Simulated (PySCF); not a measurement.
**Dipole response of Ba (barium, neutral)**

[Xe] 5d2, high-spin 3F determinant (an excited configuration). All numbers are calculated (PySCF 2.14, scalar relativity by spin-free X2C-1e, in aug-cc-pVQZ-X2C (10s9p7d4f2g, 118 functions)). Coupled (time-dependent) response in atomic units; α is the mean over directions.

| method | mean α (bohr³) | C₆ (like pair) | S(−4) |
| --- | --- | --- | --- |
| UHF | 2544 | 32750 | 68070000 |

S(−4) is the Cauchy moment in α(ω) = α(0) + S(−4) ω² + …

Spin-orbit coupling is absent.

α(iu) at UHF:

```csv
u (hartree),α(iu) (bohr³)
0,2544
0.0500,135.1
0.100,82.93
0.200,43.00
0.300,27.54
0.500,15.49
0.750,9.592
1.00,6.627
1.50,3.749
2.00,2.441
3.00,1.317
5.00,0.6016
```

A single London oscillator, α(iu) = α/(1 + u²/ω²), gives C₆ = (3/4) ω α². Matching the computed C₆ needs ω = 4 × 32750 / (3 × 2544²) = 0.00675 hartree.

Spin-orbit coupling, absent here, splits the open shell strongly.
